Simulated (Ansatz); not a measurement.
Consider the ligand exchange at the Al–O bond: `C[O][AlH2]` + `CC(O)O` → `CC(O)[O][AlH2]` + CH₃OH.

Gas-phase electronic energies from Ansatz, PBE0-D4/def2-TZVP geometries. CCSD(T)/CBS adds triple-zeta CCSD(T) − MP2 to the extrapolated MP2 energy (def2 sets, frozen cores). This one scheme is used for every species. Functionals use def2-TZVPP. One conformer a species, not always the lowest.

```
             level  ΔE (kJ/mol)
           BLYP-D4          4.0
         r2SCAN-D4          4.0
      CAM-B3LYP-D4          4.7
           r2SCAN0          4.6
             BHLYP          6.2
     HF/def2-TZVPP          6.2
SCS-MP2/def2-TZVPP          4.1
    MP2/def2-QZVPP          3.4
```

Task: What does CCSD(T)/CBS give? (An estimate is asked.)

Result: Ansatz gave: +2.9 kJ/mol. The listed levels differ from it by 1.1, 1.1, 1.8, 1.7, 3.3, 3.3, 1.2, 0.5 kJ/mol.

Largest T1 diagnostic among the species: 0.012.

The D4 term adds −3.3 kJ/mol with B3LYP and −1.9 kJ/mol with PBE0; it sums over pairs of atoms, weighted by their polarisabilities, and B3LYP, whose exchange is more repulsive, gets the larger term. Leaving LDA and LC-ωPBE aside and taking each functional with its dispersion term where it has one, the values, not all of them listed here, spread over 2.7 kJ/mol, from revPBE-D4 to B2PLYP.

B3LYP here is the variant with VWN-RPA as its local correlation; programs differ in this.
